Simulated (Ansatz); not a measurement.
Geometry optimisation of `O=C([SiH3])BO`.

```yaml
crystal:
  periodic: [false, false, false]
  atoms:
    - {symbol: O, position_ang: [0.094567, 1.710541, 0.061322]}
    - {symbol: C, position_ang: [0.033394, 0.473728, 0.008269]}
    - {symbol: Si, position_ang: [-0.091362, -0.604592, 1.622406]}
    - {symbol: B, position_ang: [0.065525, -0.134244, -1.515461]}
    - {symbol: O, position_ang: [0.163639, 0.836380, -2.439380]}
    - {symbol: H, position_ang: [-0.014305, 0.245760, 2.856351]}
    - {symbol: H, position_ang: [1.027586, -1.612312, 1.597492]}
    - {symbol: H, position_ang: [-1.397917, -1.352808, 1.575227]}
    - {symbol: H, position_ang: [0.015191, -1.302830, -1.842032]}
    - {symbol: H, position_ang: [0.186782, 1.689278, -1.921395]}
basis:
  gaussian: {orbitals: def2-TZVP}
hamiltonian: {xc: pbe0, dispersion: d4}
relax: {f_tol: 0.005, max_steps: 150}
```

```sh
$ ansatz run in.yaml --threads 4 --pin off --events-out ev --progress --plain --max-ram 10444MiB
```

It prints (some lines left out):

```
Functional definition: PBE0
mean field -13759.16823520 eV, -505.6401063445 hartree, gradient 2.1e-5 eV, S^2 0.000000; 0 other end points of the search recorded, 0 dependent functions left out
relax step   1: F+E_penalty+E_count = -13759.32808934 eV  Δ(F+E_penalty+E_count) = +0.000e0 eV  max|allowed force component| = 1.338e0 eV/Å  Δτ_max = 0.0000 Å  (29 SCF iters, accepted)
mean field -13759.20940270 eV, -505.6416192221 hartree, gradient 1.4e-5 eV, S^2 0.000000; 0 other end points of the search recorded, 0 dependent functions left out
relax step   2: F+E_penalty+E_count = -13759.36981454 eV  Δ(F+E_penalty+E_count) = -4.173e-2 eV  max|allowed force component| = 3.980e-1 eV/Å  Δτ_max = 0.0316 Å  (35 SCF iters, accepted)
mean field -13759.21503393 eV, -505.6418261661 hartree, gradient 1.4e-5 eV, S^2 0.000000; 0 other end points of the search recorded, 0 dependent functions left out
relax step   3: F+E_penalty+E_count = -13759.37564324 eV  Δ(F+E_penalty+E_count) = -5.829e-3 eV  max|allowed force component| = 9.062e-2 eV/Å  Δτ_max = 0.0219 Å  (36 SCF iters, accepted)
mean field -13759.21584350 eV, -505.6418559170 hartree, gradient 1.5e-5 eV, S^2 0.000000; 0 other end points of the search recorded, 0 dependent functions left out
relax step   4: F+E_penalty+E_count = -13759.37645241 eV  Δ(F+E_penalty+E_count) = -8.092e-4 eV  max|allowed force component| = 1.191e-1 eV/Å  Δτ_max = 0.0231 Å  (36 SCF iters, accepted)
mean field -13759.21787073 eV, -505.6419304164 hartree, gradient 1.4e-5 eV, S^2 0.000000; 0 other end points of the search recorded, 0 dependent functions left out
relax step   5: F+E_penalty+E_count = -13759.37835293 eV  Δ(F+E_penalty+E_count) = -1.901e-3 eV  max|allowed force component| = 9.639e-2 eV/Å  Δτ_max = 0.0294 Å  (35 SCF iters, accepted)
mean field -13759.21817087 eV, -505.6419414463 hartree, gradient 1.4e-5 eV, S^2 0.000000; 0 other end points of the search recorded, 0 dependent functions left out
relax step   6: F+E_penalty+E_count = -13759.37862187 eV  Δ(F+E_penalty+E_count) = -2.689e-4 eV  max|allowed force component| = 1.534e-2 eV/Å  Δτ_max = 0.0086 Å  (35 SCF iters, accepted)
mean field -13759.21818562 eV, -505.6419419886 hartree, gradient 1.4e-5 eV, S^2 0.000000; 0 other end points of the search recorded, 0 dependent functions left out
relax step   7: F+E_penalty+E_count = -13759.37866158 eV  Δ(F+E_penalty+E_count) = -3.970e-5 eV  max|allowed force component| = 1.560e-2 eV/Å  Δτ_max = 0.0076 Å  (34 SCF iters, accepted)
mean field -13759.21819447 eV, -505.6419423137 hartree, gradient 1.4e-5 eV, S^2 0.000000; 0 other end points of the search recorded, 0 dependent functions left out
relax step   8: F+E_penalty+E_count = -13759.37867969 eV  Δ(F+E_penalty+E_count) = -1.811e-5 eV  max|allowed force component| = 1.513e-2 eV/Å  Δτ_max = 0.0051 Å  (35 SCF iters, accepted)
mean field -13759.21818211 eV, -505.6419418595 hartree, gradient 1.4e-5 eV, S^2 0.000000; 0 other end points of the search recorded, 0 dependent functions left out
relax step   9: F+E_penalty+E_count = -13759.37869320 eV  Δ(F+E_penalty+E_count) = -1.352e-5 eV  max|allowed force component| = 7.535e-3 eV/Å  Δτ_max = 0.0077 Å  (34 SCF iters, accepted)
mean field -13759.21818600 eV, -505.6419420024 hartree, gradient 1.4e-5 eV, S^2 0.000000; 0 other end points of the search recorded, 0 dependent functions left out
relax step  10: F+E_penalty+E_count = -13759.37869681 eV  Δ(F+E_penalty+E_count) = -3.608e-6 eV  max|allowed force component| = 3.157e-3 eV/Å  Δτ_max = 0.0033 Å  (35 SCF iters, accepted)
mean field -13759.21818600 eV, -505.6419420024 hartree, gradient 1.4e-5 eV, S^2 0.000000; 1 other end points of the search recorded, 0 dependent functions left out
Total energy: -13759.37873086 eV, -505.6478419173 hartree
Atom 0 at     0.135581     1.691729     0.112575 Å, force     0.000251     0.000360     0.001055 eV/Å
Atom 1 at     0.045016     0.475920     0.027858 Å, force    -0.000434    -0.001826    -0.002089 eV/Å
Atom 2 at    -0.091002    -0.612432     1.613561 Å, force    -0.000566    -0.003157     0.002426 eV/Å
Atom 3 at     0.048764    -0.116729    -1.489226 Å, force     0.000461     0.001700    -0.000542 eV/Å
Atom 4 at     0.150825     0.817260    -2.436823 Å, force    -0.000121    -0.001641     0.000332 eV/Å
Atom 5 at    -0.058467     0.233380     2.830071 Å, force    -0.000100     0.000685    -0.001445 eV/Å
Atom 6 at     1.041090    -1.577498     1.603808 Å, force     0.000229     0.001561    -0.000215 eV/Å
Atom 7 at    -1.362438    -1.380496     1.531320 Å, force     0.000521     0.001488    -0.000095 eV/Å
Atom 8 at    -0.029871    -1.271713    -1.784507 Å, force    -0.000338    -0.000352    -0.000204 eV/Å
Atom 9 at     0.203602     1.689480    -2.005838 Å, force     0.000095     0.001181     0.000777 eV/Å
Dipole moment:    -0.019480    -0.185745     0.162349 e Å
```

Run time 24 s (4 threads of an Arm Neoverse V2 on a shared host); peak host memory 0.45 GiB.
